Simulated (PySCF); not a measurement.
# Correlation energy of Kr⁺ (krypton, charge +1)

[Ar] 3d10 4s2 4p5, 2P determinant. Calculation: PySCF 2.14, in aug-cc-pVDZ-PP with ECP10MDF (5s4p3d, 32 functions); a scalar-relativistic core potential. Frozen: 3s2 3p6 3d10; 7 electrons correlated.

MP2 pair energies summed by pair of shells (mhartree):

| pair | energy | share (%) |
| --- | --- | --- |
| 4p-4p | -66.60 | 68.7 |
| 4s-4p | -25.07 | 25.8 |
| 4s-4s | -5.32 | 5.5 |

Total MP2 correlation energy: -96.99 mhartree.

Same-spin part -24.72 and opposite-spin part -72.27 mhartree; SCS-MP2 scales them by 1/3 and 6/5 to -94.97 mhartree.

| level | correlation energy (mhartree) |
| --- | --- |
| CCSD | -111.23 |
| (T) | -1.32 |
| CCSD(T) | -112.55 |

Diagnostics: T1 = 0.0056, D1 = 0.0172, largest double amplitude 0.041.

Cost of the coupled-cluster step: 0.35 s of wall time on 1 thread of Neoverse-N1 (shared host), for 7 correlated electrons.

Iterations:

```
CC2 = 0
CCSD nocc = (np.int64(4), np.int64(3)), nmo = (23, 23)
frozen orbitals [[0, 1, 2, 3, 4, 5, 6, 7, 8], [0, 1, 2, 3, 4, 5, 6, 7, 8]]
max_cycle = 100
direct = 0
conv_tol = 1e-08
conv_tol_normt = 1e-06
diis_space = 8
diis_start_cycle = 0
Init t2, MP2 energy = -0.0969901843637984
Init E_corr(UCCSD) = -0.0969901843690125
cycle = 1  E_corr(UCCSD) = -0.108428696634117  dE = -0.0114385123  norm(t1,t2) = 0.0302393
cycle = 2  E_corr(UCCSD) = -0.110435106162726  dE = -0.00200640953  norm(t1,t2) = 0.00904629
cycle = 3  E_corr(UCCSD) = -0.111250381895709  dE = -0.000815275733  norm(t1,t2) = 0.00337059
cycle = 4  E_corr(UCCSD) = -0.111233050191569  dE = 1.73317041e-05  norm(t1,t2) = 0.000372767
cycle = 5  E_corr(UCCSD) = -0.111234350692885  dE = -1.30050132e-06  norm(t1,t2) = 9.60976e-05
cycle = 6  E_corr(UCCSD) = -0.111234718465378  dE = -3.67772492e-07  norm(t1,t2) = 2.47638e-05
cycle = 7  E_corr(UCCSD) = -0.111234590739294  dE = 1.27726083e-07  norm(t1,t2) = 6.09882e-06
cycle = 8  E_corr(UCCSD) = -0.111234604990444  dE = -1.42511493e-08  norm(t1,t2) = 1.14196e-06
cycle = 9  E_corr(UCCSD) = -0.111234601336617  dE = 3.65382631e-09  norm(t1,t2) = 1.73329e-07
UCCSD converged
E(UCCSD) = -461.8082503759276  E_corr = -0.1112346013366175
UCCSD(T) correction = -0.00132439465065624
```
